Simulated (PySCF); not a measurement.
Two-component Hartree-Fock for In³¹⁺ (indium, charge +31)

Start: [Ar]. Calculated with PySCF 2.14 in an even-tempered Gaussian basis (19 s from 5.2 bohr⁻², ratio 2.4; 14 p from 6.8 bohr⁻², ratio 2.4; 5 d from 29 bohr⁻², ratio 2.6; 4 f from 43 bohr⁻², ratio 2.6): generalised Hartree-Fock with the X2C-1e Hamiltonian and a Gaussian nucleus; one run each with spin-orbit coupling (SO) switched off, then screened by Boettger's factors.

```tsv
spinor shell	electrons	ε, spin-free (eV)	ε, screened SO (eV)	weight of nominal j (screened SO)	rms radius, screened SO (bohr)
1s1/2	2	-29653.0	-29650.9	1.000	0.0340
2s1/2	2	-5827.9	-5827.3	1.000	0.137
2p1/2	2	-5388.9	-5537.6	1.000	0.119
3s1/2	2	-2131.1	-2130.9	1.000	0.338
3p1/2	2	-1980.1	-2014.5	1.000	0.327
3p3/2	4	-1980.1	-1964.3	1.000	0.336
```

Task: Where does 2p3/2 lie, and what is the 2p spin-orbit splitting (screened SO)?

Result: At -5320.9 eV, 216.69 eV above 2p1/2.

```tsv
quantity	spin-free	screened SO
E (hartree)	-5181.14191	-5182.43400
M_J	0	0
⟨J²⟩	0.000	0.000
⟨L²⟩	0.000	0.009
⟨S²⟩	0.000	0.009
```

Breit and QED terms are absent; they matter most for the inner s and p1/2 levels.

Densities and radii are taken from the X2C orbitals without a picture-change correction, which distorts them close to the nucleus.

Without spin-orbit coupling the j labels of p, d and f shells carry no meaning; the spin-free column gives the mean over the occupied spinors of each nl shell.
